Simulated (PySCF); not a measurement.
## `Cc1ccccc1C(=O)[SiH3]`, C8H10OSi

Geometry:
```csv
atom,x (Å),y (Å),z (Å)
C1,-0.853,2.275,-0.161
C2,-0.774,0.787,-0.009
C3,-1.958,0.044,0.067
C4,-1.955,-1.342,0.203
C5,-0.748,-2.034,0.269
C6,0.439,-1.317,0.201
C7,0.452,0.079,0.064
C8,1.771,0.762,-0.003
O9,1.890,1.962,-0.166
Si10,3.437,-0.243,0.147
H11,-0.332,2.615,-1.067
H12,-0.354,2.791,0.672
H13,-1.903,2.598,-0.205
H14,-2.911,0.576,0.015
H15,-2.903,-1.883,0.258
H16,-0.733,-3.121,0.374
H17,1.387,-1.860,0.256
H18,3.618,-1.132,-1.043
H19,4.525,0.771,0.193
H20,3.486,-1.097,1.375
```

The calculation used PySCF 2.14.0, TDDFT CAM-B3LYP/aug-cc-pVDZ circular dichroism and optical rotation, one conformer, gas phase. Geometry: PBE0-D3(BJ)/def2-SVP.

No stereocentre is labelled: unless the shape is locked (an allene, a helicene, a hindered biaryl), the mirror image is equally populated and a measured rotation or CD is zero. Singlets 8 and 9 lie within 0.01 eV of each other, so their separate moments and overlaps can depend on how they mix.

**Question.** Draw the ECD and absorption spectra from the lowest 12 states, each a Gaussian of half-width 0.25 eV at 1/e height.

**Answer.** 
| E (eV) | λ (nm) | Δε (L mol⁻¹ cm⁻¹) | ε (L mol⁻¹ cm⁻¹) |
| --- | --- | --- | --- |
| 2.67 | 464 | 0.00 | 1.31 |
| 2.82 | 440 | -0.01 | 10 |
| 2.97 | 417 | -0.05 | 37.6 |
| 3.12 | 397 | -0.09 | 68.5 |
| 3.27 | 379 | -0.08 | 60.7 |
| 3.42 | 362 | -0.03 | 26.2 |
| 3.57 | 347 | -0.01 | 5.51 |
| 3.72 | 333 | 0.00 | 0.564 |
| 3.87 | 320 | 0.00 | 0.0559 |
| 4.02 | 308 | 0.00 | 1.19 |
| 4.17 | 297 | 0.00 | 24.8 |
| 4.32 | 287 | -0.01 | 251 |
| 4.47 | 277 | -0.07 | 1240 |
| 4.62 | 268 | -0.17 | 3010 |
| 4.77 | 260 | -0.17 | 4090 |
| 4.92 | 252 | +0.02 | 5650 |
| 5.07 | 245 | +0.36 | 11100 |
| 5.22 | 237 | +0.54 | 14800 |
| 5.37 | 231 | +0.37 | 9980 |
| 5.52 | 225 | +0.13 | 3300 |
| 5.67 | 219 | +0.09 | 565 |
| 5.82 | 213 | +0.37 | 504 |
| 5.97 | 208 | +0.76 | 3370 |
| 6.12 | 203 | +0.18 | 13100 |
| 6.27 | 198 | -0.72 | 28000 |
| 6.42 | 193 | -0.46 | 34800 |
| 6.57 | 189 | -0.57 | 26500 |
| 6.72 | 184 | -0.74 | 14200 |

Δε uses R in velocity form, ε uses f in length form. Only the states computed contribute, so the short-wavelength end is incomplete.
